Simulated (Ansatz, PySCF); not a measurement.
Gas-phase reaction R1 + R2 → P1, each structure at its B3LYP-D3(BJ)/def2-TZVP stationary point, reached from a drawn start (curvature not checked).
R1, CH2 (SMILES [CH2]) (charge 0, multiplicity 3):
```xyz
3

C      0.0000     0.0000    -0.2750
H      0.9962     0.0000     0.1375
H     -0.9962     0.0000     0.1375
```
P1, CH4 (SMILES C) (charge 0, multiplicity 1):
| atom | x (Å) | y (Å) | z (Å) |
|---|---|---|---|
| C | 0.0000 | 0.0000 | 0.0000 |
| H | 0.6289 | 0.6289 | 0.6289 |
| H | -0.6289 | -0.6289 | 0.6289 |
| H | 0.6289 | -0.6289 | -0.6289 |
| H | -0.6289 | 0.6289 | -0.6289 |
R2: H2 (SMILES [H][H]), charge 0, multiplicity 1.

P less R. No zero-point or thermal terms; singlets are restricted closed shells; open shells are unrestricted.

Correlated levels freeze the cores.

Programs: Ansatz (a quantum-chemistry and plane-wave program) with Gaussian orbitals; PySCF for the D3/D4 terms. Each number belongs to the level named beside it.

**Question.** Estimate the reaction energy that CAM-B3LYP-D3(BJ)/def2-TZVPP returns for this input.

**Answer.** -505 kJ/mol

**Question.** Estimate the reaction energy that BLYP/def2-TZVPP returns for this input.

**Answer.** -492 kJ/mol

**Question.** What reaction energy does SCS-MP2/cc-pVDZ give?

**Answer.** -488 kJ/mol
